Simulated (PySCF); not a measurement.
C3H4BCl, SMILES C#CB(C)Cl. Geometry: PBE-D3(BJ)/def2-SVP. The structure was generated by enumeration, and PubChem lists no compound with its InChIKey, so it may never have been made.

Computed equilibrium geometry at PBE-D3(BJ)/def2-SVP (PySCF confirms it by a frequency run) as bond lengths and angles:
Atoms: B1 C2 C3 H4 Cl5 C6 H7 H8 H9. Bonded distances (Å): B1–C2 1.525, B1–Cl5 1.776, B1–C6 1.567, C2–C3 1.230, C3–H4 1.082, C6–H7 1.106, C6–H8 1.114, C6–H9 1.110. Bond angles (°): C2–B1–Cl5 117.2, C2–B1–C6 122.4, Cl5–B1–C6 120.3, B1–C2–C3 178.7, C2–C3–H4 179.5, B1–C6–H7 113.9, B1–C6–H8 107.7, B1–C6–H9 111.4, H7–C6–H8 107.9, H7–C6–H9 110.0, H8–C6–H9 105.4.
Charge 0, spin multiplicity 1.
